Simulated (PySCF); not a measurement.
input.py for Ca2

Input:

```python
from pyscf import gto, dft
from pyscf.prop.polarizability import rhf as pol

mol = gto.M(
    atom='Ca 0 0 0; Ca 0 0 3.18',
    basis='sapporo-dkh3-dzp-2012',
    charge=0,
    spin=0,
    verbose=3,
)
mf = dft.RKS(mol, xc='x3lyp')
mf = mf.sfx2c1e()
mf.kernel()
print('polarizability (a.u.)')
print(pol.Polarizability(mf).polarizability().round(4))
mf.dip_moment()
print('orbital energies (hartree):', mf.mo_energy[..., max(0, mol.nelec[1]-3):mol.nelec[0]+3].round(4))
```

```bash
$ OMP_NUM_THREADS=1 python input.py
```

Output:

```
converged SCF energy = -1360.78603384794
polarizability (a.u.)
[[172.2726   0.       0.    ]
 [  0.     172.2726   0.    ]
 [  0.       0.     413.3104]]
Dipole moment(X, Y, Z, Debye):  0.00000,  0.00000, -0.00000
orbital energies (hartree): [-1.1058 -0.2042 -0.1257 -0.0529 -0.0529 -0.0371]
```

In short: E(SCF) = -1360.786034 Eh, μz(SCF) = 0.00 D, α(xx, yy, zz) = 172.3, 172.3, 413.3 bohr³.

It ran on Arm Neoverse V1 (1 thread, shared host) in 4.4 s.

Stability towards an unrestricted solution was not tested. The bond length is a typed value, not an optimised one.
